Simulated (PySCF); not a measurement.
An element was calculated at UHF (PySCF 2.14, spin-free X2C, a triple-zeta basis, no spin-orbit coupling), in the ground configurations that NIST lists.

```
first ionisation energy  : 4.393 eV
second ionisation energy : 12.625 eV
third ionisation energy  : 19.951 eV
```

Problem. Which element is it?

Solution. Lutetium (Lu, Z = 71), in x2c-TZVPPall. NIST lists 5.426, 14.13 ± 0.05, 20.959 eV for these ionisation energies.
